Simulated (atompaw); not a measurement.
Reading a pseudo-wave (rubidium (Rb))

Columns: radius, all-electron u(r) and pseudo u(r) of the 5p shell (level -0.75 eV) of rubidium in the configuration [Ar] 3d10 4s2 4p6 5s1 5p0; PBE, scalar-relativistic, PAW (atompaw) scheme, atompaw 4.2.0.5.

```csv
r (bohr),all-electron,pseudo
0.100,-0.0453,-0.0002
0.200,0.0091,-0.0008
0.300,0.0619,-0.0018
0.400,0.0722,-0.0032
0.500,0.0501,-0.0050
0.600,0.0127,-0.0072
0.700,-0.0278,-0.0097
0.800,-0.0644,-0.0125
0.900,-0.0940,-0.0155
1.000,-0.1157,-0.0188
1.100,-0.1296,-0.0221
1.200,-0.1363,-0.0253
1.300,-0.1368,-0.0282
1.400,-0.1320,-0.0307
1.500,-0.1229,-0.0324
1.600,-0.1104,-0.0330
1.700,-0.0954,-0.0321
1.800,-0.0784,-0.0295
1.900,-0.0601,-0.0245
2.000,-0.0409,-0.0171
2.100,-0.0211,-0.0068
2.200,-0.0011,0.0063
2.300,0.0190,0.0219
2.400,0.0388,0.0396
2.500,0.0584,0.0585
2.600,0.0776,0.0776
```

(1) How many radial nodes do the two functions have?

(2) Is the pseudo-wave norm-conserving?

Answers

(1) The all-electron 5p function has n − l − 1 = 3; the pseudo-wave has 1, since 1 lower shell of the same l stays in the valence.

(2) No, it belongs to a PAW set: the norm inside the radius is not constrained, and the difference is carried by the augmentation charge.
